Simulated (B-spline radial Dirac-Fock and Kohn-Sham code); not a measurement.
The computed values come from a radial finite-basis atomic code: Dirac-Fock energy differences between relaxed states, corrected for Breit and QED terms. No correlation.

Q: An atom or ion in its tabulated ground configuration has these computed binding energies (the last is its least bound level). Which is it?

| level | binding energy (eV) |
| --- | --- |
| L1 | 14301.7 |
| L2 | 13745.8 |
| L3 | 12402.5 |
| M1 | 4905.9 |
| M2 | 4662.7 |
| M5 | 3900.8 |
| N1 | 2351.5 |

A: W⁴⁴⁺: Z = 74 with 30 electrons, [Ar] 3d10 4s2.

Q: An atom or ion in its tabulated ground configuration has these computed binding energies (the last is its least bound level). Which is it?

```csv
level,binding energy (eV)
K,48634.8
L3,7095.0
M1,1925.0
N1,487.7
N3,383.1
O1,142.8
"N6,7",112.5
```

A: Eu⁷⁺: Z = 63 with 56 electrons, [Kr] 4d10 4f5 5s2 5p3. The hydrogen-like estimate √(E/Ry) = 59.8 for the K level lies 3.2 below Z (screening lowers it, relativity raises it); the outermost level, at 112.5 eV, fixes the charge.
